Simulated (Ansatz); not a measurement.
Ta3Se12 was relaxed with PBE-D4 (def2-SVP) in Ansatz in these states: neutral doublet, neutral quartet. The geometries follow in no particular order.

In the def2 sets Ta takes a core potential; there is no spin–orbit coupling. Single mean-field runs in def2-SVP are fitted with def2-universal-jkfit.

A:

```xyz
15

Ta    0.898   -1.361    1.321
Ta   -2.284   -0.411   -0.203
Ta    0.918    1.361   -0.953
Se    0.573    0.098    3.271
Se    2.261   -3.101    2.011
Se   -0.608    1.204    1.359
Se    3.005    0.007    0.338
Se   -1.427   -2.456    1.060
Se    0.198   -1.479   -1.330
Se   -1.602    1.831   -1.299
Se    1.565   -0.128   -2.856
Se   -4.357   -0.099    0.895
Se   -3.369   -1.110   -2.251
Se    1.555    3.348   -2.111
Se    2.672    2.295    0.749
```

B:

```xyz
15

Ta   -1.8650   -0.5339    0.5764
Ta   -0.1700    2.2609   -0.5122
Ta    1.7535   -0.9115    0.1547
Se   -1.6144   -0.2461    2.9922
Se   -3.7156   -1.8827    0.1855
Se    0.3724    0.8235    1.8161
Se   -0.3177   -2.7997    0.5329
Se   -2.6303    1.7637   -0.0893
Se   -0.6577   -0.4606   -2.1493
Se    2.3034    1.5528   -0.1584
Se    1.4682   -1.5956   -2.2636
Se   -0.0413    4.5604   -0.5217
Se   -0.2013    1.7538   -2.9668
Se    3.9608   -1.7048    0.2557
Se    1.3549   -2.5803    2.1480
```

Task: Judge from the bond lengths which geometry belongs to which state (an estimate).

Result: A is the neutral quartet (Se9–Se13 3.703 Å, Ta3–Se9 2.955 Å, Ta2–Se9 2.928 Å); B is the neutral doublet (Se9–Se13 2.404 Å, Ta3–Se9 3.365 Å, Ta2–Se9 3.213 Å).

At PBE0-D4/def2-SVP a doublet lies 0.81 eV below the neutral quartet.
